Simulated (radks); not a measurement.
Trend from Rb+ to Xe+: ionisation energy by Delta-SCF between NIST ground configurations, and size. Calculated with a radial shooting solver on a logarithmic mesh with Libxc functionals: scalar-relativistic Kohn-Sham, PBE, spin-unpolarised, spherical densities, point nucleus.

species,configuration,configuration of the ion,IE (eV),NIST (eV),kind,-e(HOMO) (eV)
Rb+,[Kr],[Ar] 3d10 4s2 4p5,27.606,27.290,exp.,21.651 (4p)
Sr+,[Kr] 5s1,[Kr],11.006,11.030,exp.,8.348 (5s)
Zr+,[Kr] 4d2 5s1,[Kr] 4d2,12.940,13.130,exp.,9.945 (5s)
Nb+,[Kr] 4d4,[Kr] 4d3,14.040,14.320,semi-emp.,9.309 (4d)
Mo+,[Kr] 4d5,[Kr] 4d4,15.462,16.2,semi-emp.,10.414 (4d)
Tc+,[Kr] 4d5 5s1,[Kr] 4d5,14.852,15.260,semi-emp.,11.394 (5s)
Ru+,[Kr] 4d7,[Kr] 4d6,18.186,16.8,semi-emp.,12.543 (4d)
Rh+,[Kr] 4d8,[Kr] 4d7,19.511,18.080,semi-emp.,13.583 (4d)
Pd+,[Kr] 4d9,[Kr] 4d8,20.818,19.4,semi-emp.,14.614 (4d)
Ag+,[Kr] 4d10,[Kr] 4d9,22.114,21.484,exp.,15.639 (4d)
Cd+,[Kr] 4d10 5s1,[Kr] 4d10,17.126,16.908,exp.,13.058 (5s)
In+,[Kr] 4d10 5s2,[Kr] 4d10 5s1,19.235,18.870,exp.,14.925 (5s)
Sn+,[Kr] 4d10 5s2 5p1,[Kr] 4d10 5s2,13.953,14.633,exp.,10.256 (5p)
Sb+,[Kr] 4d10 5s2 5p2,[Kr] 4d10 5s2 5p1,15.968,16.63,exp.,11.993 (5p)
Te+,[Kr] 4d10 5s2 5p3,[Kr] 4d10 5s2 5p2,17.925,18.6,exp.,13.683 (5p)
I+,[Kr] 4d10 5s2 5p4,[Kr] 4d10 5s2 5p3,19.846,19.131,exp.,15.349 (5p)
Xe+,[Kr] 4d10 5s2 5p5,[Kr] 4d10 5s2 5p4,21.751,20.975,semi-emp.,17.008 (5p)

Reference values: NIST Atomic Spectra Database (exp. = measured, semi-emp. = semi-empirical, theory = theoretical value adopted there). Spin polarisation and multiplet splitting are left out, so open shells lie too high by an amount that depends on their filling. Spin-orbit splitting is averaged out at the scalar-relativistic level.

Beside tabulated values, note that spin-unpolarised runs miss the spin-polarisation part of the exchange energy of open shells.
